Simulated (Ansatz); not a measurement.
Cartesian coordinates in Å:
```
C 0.0257 -0.2974 1.7056
Ga 0.0851 0.2623 -0.1771
C -0.3873 -0.8324 -1.7386
Se 0.7517 2.4564 -0.6577
H -0.9688 -0.0921 2.1117
H 0.7530 0.2495 2.3067
H 0.2126 -1.3683 1.8055
H -1.4136 -1.1967 -1.6449
H -0.2988 -0.2742 -2.6706
H 0.2652 -1.7077 -1.7926
H 0.9751 2.8005 0.7521
```

Total charge 0; spin multiplicity 1.

Task: List the PBE/def2-TZVPP orbital energies in eV (Ansatz 0.2.0). (Best estimate.)

Result: The calculation gave: Occupied: -12301.87, -10093.44, -1561.85, -1402.63, -1402.59, -1402.56, -1233.35, -1093.07, -1092.97, -1092.94, -268.63, -268.60, -204.84, -150.17, -150.05, -149.95, -143.12, -97.75, -97.51, -97.40, -53.27, -53.24, -53.16, -53.06, -53.05, -19.84, -19.69, -19.64, -19.63, -19.61, -17.14, -16.65, -16.64, -10.24, -9.86, -9.82, -9.69, -9.61, -8.94, -6.79, -6.59, -5.86. Lowest empty: -1.48, -0.56, -0.39, 0.68, 0.90, 2.04, 2.27, 2.46.
